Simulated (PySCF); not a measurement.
Method: PySCF 2.14.0 with PBE0-D3(BJ)/def2-TZVP. Gas-phase values, no solvent. 

Reference species (SMILES): `C=[SiH2]` (neutral, multiplicity 1).

The dipole moment comes out as 0.75 D.

Changed species: `C#C[SiH]=C` (whole molecule; the reference has whole molecule).

Q: What does the change do to the dipole moment?

A: the dipole moment goes up by 0.50 D, to 1.25 D.
